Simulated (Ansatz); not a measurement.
Isomers of Rb$_{2}$F$_{3}$ (doublet), relaxed with PBE0-D4/def2-SVP; total energies from Ansatz at r2SCAN0-D4/def2-TZVP.

| isomer | description | energy (Eh) |
| --- | --- | --- |
| A | point group C2v; 6 × F–Rb 2.48 to 2.67 Å | -347.78297 |
| B | point group C2v; 5 × F–Rb 2.47 to 2.51 Å | -347.74516 |

In the def2 sets Rb takes a core potential; there is no spin–orbit coupling.

The isomers come from a short search, and lower ones may exist.

Task: Work out the relative energies (1 Eh = 2625.5 kJ/mol) and the Boltzmann populations at 1200 K from electronic energies alone (R = 8.314 J/mol/K).

Result: ΔE: A 0.0, B 99.3 kJ/mol. RT = 9.98 kJ/mol. Factors exp(−ΔE/RT): A 1, B 4.77e-05; sum 1.000. Populations: A 100.0 %, B 0.0 %. Zero-point energy, vibrational entropy and symmetry numbers are left out and can shift these; an error of 4 kJ/mol changes a ratio by a factor of 1.5. Over the other density-functional and correlated levels in def2 sets, the gap between A and B ranges from 42 to 107 kJ/mol.
